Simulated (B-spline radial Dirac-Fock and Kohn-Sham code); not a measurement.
Level of theory: configuration-average Dirac-Fock orbitals; a B-spline atomic structure program.

Q: This computed X-ray form factor belongs to an atom or ion in its tabulated ground configuration. Which?

| sin θ/λ (Å⁻¹) | f₀ |
| --- | --- |
| 0.06 | 2.000 |
| 0.12 | 2.000 |
| 0.16 | 2.000 |
| 0.2 | 1.999 |
| 0.32 | 1.999 |
| 0.65 | 1.994 |
| 0.83 | 1.990 |
| 1.33 | 1.974 |
| 5.53 | 1.621 |

A: I⁵¹⁺, with 2 electrons in 1s2. f₀ tends to the number of electrons as s goes to zero, which the first rows give only roughly, and the rate of fall reflects the nuclear charge, 53.

Q: This computed X-ray form factor belongs to an atom or ion in its tabulated ground configuration. Which?

```csv
sin θ/λ (Å⁻¹),f₀
0.15,36.089
0.25,34.576
0.4,31.388
0.7,24.260
0.8,22.204
0.9,20.403
1.6,12.387
3,5.559
4,4.303
```

A: La²⁰⁺, with 37 electrons in [Kr] 4d1. f₀ tends to the number of electrons as s goes to zero, which the first rows give only roughly, and the rate of fall reflects the nuclear charge, 57.
